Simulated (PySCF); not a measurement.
PW91 on Pb⁻ (lead, charge -1), [Xe] 4f14 5d10 6s2 6p3, high-spin 4S determinant. All numbers are calculated (PySCF 2.14, a scalar-relativistic core potential, in def2-TZVPPD with the def2 core potential (60 electrons) (7s5p4d2f, 56 functions)).

```
cycle= 1 E= -192.988191962341  delta_E= -0.0131  |g|= 0.0124  |ddm|= 0.615
cycle= 2 E= -192.988310063587  delta_E= -0.000118  |g|= 0.00524  |ddm|= 0.0719
cycle= 3 E= -192.988329290188  delta_E= -1.92e-05  |g|= 0.000737  |ddm|= 0.0177
cycle= 4 E= -192.98832933501  delta_E= -4.48e-08  |g|= 0.000572  |ddm|= 0.00305
cycle= 5 E= -192.988329560114  delta_E= -2.25e-07  |g|= 1.07e-05  |ddm|= 0.0016
cycle= 6 E= -192.988329560302  delta_E= -1.88e-10  |g|= 1.59e-07  |ddm|= 5.72e-05
converged SCF energy = -192.988329560302  <S^2> = 3.7514228  2S+1 = 4.0007114
```

Highest occupied orbital energy: 1.295 eV; ⟨L²⟩ = 0.00; populations by l: s 4.00, p 9.00, d 10.00, f 0.00.

Q: Can this result be used?

A: With care. The run converged. Energies and moments cover only the electrons outside the core potential. Spin-orbit coupling, which splits the p, d and f shells strongly at this Z, is absent. Spin-orbit coupling is strong in this species (close to jj coupling), so the high-spin LS determinant is a model state, not a physical level. At PW91 the highest occupied level has a positive energy, so only the finite basis holds that electron; in a semilocal or global hybrid functional this comes from self-interaction and does not mean that the real anion is unbound.
